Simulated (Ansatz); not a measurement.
WS₂F₂ was relaxed with PBE-D4 (def2-SVP) in Ansatz in these states: charge +1 doublet, neutral singlet. The geometries follow in no particular order.

In the def2 sets W takes a core potential; there is no spin–orbit coupling.

A:

Cartesian coordinates in Å:
```
W 0.101 0.004 -0.065
S -1.905 0.029 -0.811
S -0.032 -0.103 2.067
F 0.908 1.625 -0.516
F 0.928 -1.554 -0.675
```

B:

```tsv
atom	x (Å)	y (Å)	z (Å)
W1	-0.1451	0.0266	-0.1445
S2	0.8730	-1.7343	0.5841
S3	0.8775	1.4134	1.1591
F4	-1.9274	-0.0509	0.2935
F5	0.3220	0.3452	-1.8923
```

Q: Judge from the bond lengths which geometry belongs to which state (an estimate).

A: A is the neutral singlet (W1–F4 1.866 Å, W1–F5 1.866 Å, W1–S3 2.140 Å); B is the charge +1 doublet (W1–F4 1.837 Å, W1–F5 1.837 Å, W1–S3 2.161 Å).
